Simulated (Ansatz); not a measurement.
`[GeH3][SnH3]` + `[AlH2][SH]` → `[AlH2][S][SnH3]` + GeH₄ at 500 K and 1 bar (cleavage of the Sn–Ge bond).

Gas-phase electronic energies from Ansatz, PBE0-D4/def2-TZVP geometries. CCSD(T)/CBS is the MP2 limit (def2-TZVPP, def2-QZVPP) plus CCSD(T) − MP2 in def2-TZVPP, frozen cores. This one scheme is used for every species. Elements past krypton have def2 core potentials. For Ge, Sn outer-core shells are correlated without core-valence functions, which leaves a few kJ/mol of doubt a bond. Scalar relativity is left out up to krypton.

```tsv
species	CCSD(T)/CBS energy (Eh)	H − E (kJ/mol)	S (J/(mol·K))
`[GeH3][SnH3]`	-2293.72326	152.3	373.4
`[AlH2][SH]`	-641.61836	86.7	303.7
`[AlH2][S][SnH3]`	-856.85532	139.0	415.5
GeH₄	-2078.49493	99.4	244.6
```

H − E and S are ideal-gas, rigid-rotor, harmonic terms from PBE0-D4/def2-TZVP. 1 Eh = 2625.50 kJ/mol, R = 8.31446 J/(mol·K).

Question: By hand: ΔE, ΔH, ΔS and ΔG.

Answer: ΔE = (-856.85532) + (-2078.49493) − (-2293.72326) − (-641.61836) = -0.00863 Eh = -22.7 kJ/mol. Δ(H − E) = 139.0 + 99.4 − 152.3 − 86.7 = -0.6, so ΔH = -23.3 kJ/mol. ΔS = 415.5 + 244.6 − 373.4 − 303.7 = -17.0 J/(mol·K). ΔG = -23.3 − 500 × (-17.0)/1000 = -14.8 kJ/mol.

Question: By hand: the equilibrium constant, and the temperature at which ΔG would vanish if ΔH and ΔS stayed fixed.

Answer: log₁₀ K = −ΔG/(RT ln 10) = 1.5. ΔG = 0 at ΔH/ΔS = 1371 K, though so small a ΔS makes that figure unsure.

TΔS isn't small against ΔH here. A doubt of 5 kJ/mol in ΔE shifts log₁₀ K by 0.5 here. Modes under 60 cm⁻¹, often nearly free rotors, make the harmonic entropy too high. These are equilibria of isolated gas molecules and say nothing of rates. Largest T1 diagnostic: 0.013 (customary marks: 0.02 for closed shells, 0.045 for open ones).
